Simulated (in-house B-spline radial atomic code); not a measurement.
# RPA and G0W0 on LC-wPBE: the zinc ion Zn²⁺

Configuration [Ar] 3d10, mean-field start LC-wPBE. Computed with an all-electron radial atomic-structure program (B-spline basis): all electrons, scalar-relativistic (spin-free one-electron X2C), finite nucleus, each spin shell either full or empty, empty states to l = 9 with an (l + 1/2)⁻⁴ tail; G0W0 by contour deformation at full frequency.

Command:
```bash
python run_gw.py task.json out
```
Settings (radii: box in bohr, nucleus in fm):
```
Z                        30
electrons                28
configuration            [Ar] 3d10
hamiltonian              x2c
method                   lc_wpbe
lmax                     9
rms_radius               3.9283
spin_polarised           False
box_radius               17.55
intervals                70
```

Cost of the run: 3.6 s on 1 thread of Arm Neoverse N1, with other jobs on the host.

Energies (hartree):

| term | value |
| --- | --- |
| mean-field total | -1794.74796 |
| Hartree-Fock functional on these orbitals | -1793.38469 |
| direct second order | -2.5199 |
| second-order exchange | 0.72133 |
| SOSEX correction | 0.65028 |

Problem. What is the RPA correlation energy, and what remains with SOSEX?

Solution. RPA gives -2.0983 hartree (-2.04 eV per electron); RPA + SOSEX gives -1.448, and the second-order doubles -1.7986 hartree (no singles). SOSEX takes back 31 % of the RPA value.

Quasi-particle levels (eV):

```csv
level,occupied,mean field,Σx - vxc,Σc,QP weight,G0W0
3d,yes,-36.19,-6.66,?,?,?
4s,no,-18.684,1.79,-1.27,0.983,-18.162
```

G0W0 = mean field + (Σx - vxc) + Σc, with Σc (partial-wave tail included) taken at the quasi-particle energy. Only the outer levels were computed. Levels of low weight are left out.

Problem. Where does G0W0 put 3d?

Solution. At -40.71 eV, with Σc = 2.15 eV and a quasi-particle weight of 0.921. The tabulated removal energy is 39.723 eV (NIST, measured); the calculation leaves out spin-orbit coupling, Breit and QED terms, and what these don't explain is the method's own error.
